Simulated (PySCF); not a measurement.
Dissociation curve of GeF, doublet.

- UKS-PBE = unrestricted PBE/cc-pVDZ (PySCF)
- UKS-BHandHLYP = unrestricted BHandHLYP/cc-pVDZ run with PySCF 2.14.0
- UCCSD(T) = CCSD(T) on UHF/cc-pVDZ, 10 core orbitals frozen run with PySCF

Energies relative to the lowest point of each curve near equilibrium, in kcal/mol; the last columns give the difference from UCCSD(T):

```
R / Å  UKS-PBE  UKS-BHandHLYP  UCCSD(T)  UKS-PBE − UCCSD(T)  UKS-BHandHLYP − UCCSD(T)
-----  -------  -------------  --------  ------------------  ------------------------
1.39      97.2           89.6      94.7                 2.5                      -5.1
1.48      48.5           42.7      46.2                 2.3                      -3.5
1.59      16.4           12.9      14.8                 1.6                      -1.9
1.64       8.5            5.9       7.2                 1.3                      -1.3
1.72       1.7            0.6       1.0                 0.6                      -0.4
1.76       0.3            0.0       0.0                 0.3                       0.0
1.80       0.0            0.4       0.0                 0.0                       0.4
1.88       1.8            3.5       2.5                -0.7                       1.0
1.94       4.6            7.3       5.9                -1.3                       1.5
2.05      11.9           16.3      14.2                -2.3                       2.1
2.18      22.3           28.5      25.8                -3.5                       2.8
2.34      35.7           44.0      40.6                -4.9                       3.4
```

UKS-PBE is furthest from UCCSD(T) at 2.34 (-4.9 kcal/mol, below); its mean absolute difference over the points is 1.8 kcal/mol.

UKS-BHandHLYP is furthest from UCCSD(T) at 1.39 (-5.1 kcal/mol, below); its mean absolute difference over the points is 1.9 kcal/mol.

The scan ran from 1.39 to 7.04 Å; beyond the distances shown one of the unrestricted levels run for this scan, shown here or not, changes its spin distribution in one step.
